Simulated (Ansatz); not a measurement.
## A barrier at the coupled-cluster level

Start structure (Si2H7ClO, singlet), relaxed at PBE0-D4/def2-TZVP:

```xyz
11
angstrom
Si -0.4105 -0.4199 -1.8578
H 1.0460 -0.5061 -2.0988
H -0.9247 -1.5658 -1.0810
H -0.7985 0.8782 -1.2636
Cl -1.3149 -0.5042 -3.7175
H 1.8165 -0.2371 0.6091
O 0.8627 -0.3043 0.6742
Si 0.1095 0.4946 1.9149
H 0.3174 1.9633 1.8136
H -1.3269 0.1691 1.7758
H 0.6232 0.0320 3.2312
```

The step: SiH₃Cl ([SiH3][Cl]) + SiH₄O ([OH][SiH3]) → Si₂H₅ClO ([SiH3][O][SiH2][Cl]) + H₂; bonds formed: Si1–O7, H2–H6; bonds broken: Si1–H2, H6–O7. Program: Ansatz 0.2.0. Basis: def2-TZVPP and def2-QZVPP. Cores are frozen in the correlated methods. Extrapolation: Hartree–Fock as exp(−7.88 √X), correlation as X^−2.97. Energies below are by CCSD(T) at an estimated basis limit (MP2 extrapolated from triple and quadruple zeta, plus CCSD(T) − MP2 in triple zeta).

Question: What are the electronic barrier and the energy of the step, from the start structure to the end structure? (Judge from chemistry; the value comes from the calculation.)

Answer: By the calculation: Barrier 1.655 eV; step energy -0.957 eV (downhill); reverse barrier, their difference, 2.612 eV. Barrier and step energy count from the start structure, the reverse barrier from the end structure.

The saddle point: One imaginary mode of 1250i cm⁻¹.
| pair | start (Å) | saddle (Å) | end (Å) |
| --- | --- | --- | --- |
| Si1–O7 | 2.84 | 1.85 | 1.62 |
| H2–H6 | 2.83 | 1.13 | 0.75 |
| Si1–H2 | 1.48 | 1.69 | 3.41 |
| H6–O7 | 0.96 | 1.13 | 3.49 |

Zero-point energy (harmonic, PBE0-D4): ZPE is 1.795 eV at the start and 1.712 eV at the saddle, so the barrier goes from 1.655 to 1.572 eV.

The T1 diagnostic stays at or below 0.012.

Labels in which every atom is bracketed show which atoms are joined, not bond orders.

For scale, one of the runs: CCSD(T)/def2-TZVPP, 255 basis functions, launched by `ansatz run in.yaml --threads 4 --pin off --events-out ev --progress --plain --max-ram 9574MiB`. The run took 91 s on 4 CPU threads of an Arm Neoverse V2 (shared host), with 5.2 GiB of host memory at its peak.
